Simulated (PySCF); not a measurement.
# Electron correlation in As³⁺ (arsenic, charge +3)

[Ar] 3d10 4s2, closed-shell 1S. All numbers are calculated (PySCF 2.14, the spin-free X2C one-electron Hamiltonian (Gaussian nucleus), in ANO-RCC-VTZP (6s5p3d1f, 43 functions)). Frozen: [Ar] 3d10; 2 electrons correlated.

With two correlated electrons CCSD is exact within the correlated space (frozen core and kept virtual orbitals).

```tsv
level	correlation energy (mhartree)
CCSD	-41.52
```

Diagnostics: T1 = 0.0031, D1 = 0.0044, largest double amplitude 0.100.

Task: Is a single reference adequate?

Result: Mostly. T1 lies below 0.03, but a double amplitude of this size points to a near-degeneracy that CCSD handles and MP2 describes poorly.
